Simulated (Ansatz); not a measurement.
Start from `CN[Si](F)(F)Cl` and change one atom or group to get `CN[Si](F)(F)OC`.

Ansatz, PBE0-D4/def2-TZVP geometries, multiplicity 1. Each molecule was computed in one conformer, which needn't be the lowest.

| property | `CN[Si](F)(F)Cl` |
| --- | --- |
| HOMO–LUMO gap (ωB97M-V/def2-TZVPP) / eV | 12.22 |
| HOMO–LUMO gap (PBE0/def2-TZVPP) / eV | 8.33 |
| LUMO energy (PBE/def2-TZVPP) / eV | -0.30 |
| HOMO–LUMO gap (PBE/def2-TZVPP) / eV | 5.97 |
| LUMO energy (B3LYP/def2-TZVPP) / eV | 0.27 |
| HOMO–LUMO gap (B3LYP/def2-TZVPP) / eV | 7.76 |

Question: Give the same properties after the change, and the shifts. (Estimate.)

Answer: Ansatz gave: 
```tsv
property	`CN[Si](F)(F)OC`	shift
HOMO–LUMO gap (ωB97M-V/def2-TZVPP) / eV	12.11	-0.11
HOMO–LUMO gap (PBE0/def2-TZVPP) / eV	8.28	-0.05
LUMO energy (PBE/def2-TZVPP) / eV	0.05	0.35
HOMO–LUMO gap (PBE/def2-TZVPP) / eV	5.95	-0.02
LUMO energy (B3LYP/def2-TZVPP) / eV	0.57	0.30
HOMO–LUMO gap (B3LYP/def2-TZVPP) / eV	7.68	-0.08
```

Positive LUMOs are unbound, so they and the gaps depend on the basis.

B3LYP here is the variant with VWN-RPA as its local correlation; programs differ in this.
